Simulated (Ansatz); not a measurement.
fac-CoF3(H2O)3 (CoO3F3H6). The state is a singlet with charge 0. Geometry r2SCAN-D4/def2-SVP.

```
atom    x (Å)    y (Å)    z (Å)
 Co1  -0.1713   0.0928   0.0602
  F2  -1.4950   0.3717  -1.1452
  F3  -1.1675  -0.6607   1.3727
  F4  -0.0751   1.7712   0.7358
  O5   1.2541  -0.2032   1.3743
  O6   0.8981   0.9178  -1.3614
  O7  -0.2883  -1.7238  -0.6689
  H8   0.6173  -0.6171   2.0010
  H9   1.2277   0.7434   1.6444
 H10   0.8994   1.7806  -0.8868
 H11   0.1040   0.9979  -1.9382
 H12  -0.9931  -1.4473  -1.2985
 H13  -0.8103  -2.0234   0.1106
```

The restricted singlet is unstable towards broken spin symmetry in Hartree–Fock (as tested in another run); at LDA (SPW92)/def2-TZVP, PBE-D4/def2-TZVP, r2SCAN-D4/def2-TZVP, r2SCANh-D4/def2-TZVP and others this wasn't settled.

Problem. Estimate the orbital energies around the gap (eV) in Ansatz with LDA (SPW92)/def2-TZVP, PBE-D4/def2-TZVP, r2SCAN-D4/def2-TZVP, r2SCANh-D4/def2-TZVP, PBE0-D4/def2-SVP.

Solution. 
| orbital | LDA (SPW92)/def2-TZVP | PBE-D4/def2-TZVP | r2SCAN-D4/def2-TZVP | r2SCANh-D4/def2-TZVP | PBE0-D4/def2-SVP |
| --- | --- | --- | --- | --- | --- |
| HOMO−9 | -9.99 | -9.64 | -10.08 | -10.86 | -11.33 |
| HOMO−8 | -9.19 | -8.91 | -9.43 | -10.32 | -10.98 |
| HOMO−7 | -9.19 | -8.91 | -9.42 | -10.32 | -10.98 |
| HOMO−6 | -8.67 | -8.40 | -8.85 | -9.59 | -10.06 |
| HOMO−5 | -8.52 | -8.19 | -8.64 | -9.40 | -9.85 |
| HOMO−4 | -8.37 | -8.06 | -8.50 | -9.25 | -9.69 |
| HOMO−3 | -8.36 | -8.06 | -8.50 | -9.25 | -9.69 |
| HOMO−2 | -6.23 | -6.08 | -6.86 | -8.07 | -8.96 |
| HOMO−1 | -6.23 | -6.08 | -6.86 | -8.07 | -8.96 |
| HOMO | -6.05 | -5.90 | -6.71 | -7.95 | -8.88 |
| LUMO | -4.44 | -4.04 | -3.94 | -3.49 | -2.65 |
| LUMO+1 | -4.44 | -4.04 | -3.94 | -3.49 | -2.65 |
| LUMO+2 | -1.02 | -0.80 | -0.22 | 0.04 | 0.25 |
| LUMO+3 | 0.19 | 0.39 | 1.05 | 1.34 | 2.02 |
| LUMO+4 | 0.19 | 0.39 | 1.05 | 1.35 | 2.02 |
| LUMO+5 | 1.64 | 1.82 | 2.55 | 2.85 | 3.64 |
